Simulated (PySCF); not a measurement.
AlCl, neutral, multiplicity 1.

```xyz
2

Al     0.0000     0.0000    -1.2166
Cl     0.0000     0.0000     0.9304
```
Charge 0, spin multiplicity 1.

Geometry optimised at PBE0-D3(BJ)/def2-TZVPD.

Level of theory: PySCF with PBE0/pcSseg-2. Non-relativistic, no solvent.

Computed absolute GIAO shielding of each atom: isotropic value and principal components (ppm):
```json
[
 {"atom": "Al1", "σ(iso)": "445.3", "σ11": "270.9", "σ22": "270.9", "σ33": "794.2", "span": "523.4"},
 {"atom": "Cl2", "σ(iso)": "541.5", "σ11": "236.5", "σ22": "236.5", "σ33": "1151.4", "span": "914.9"}
]
```
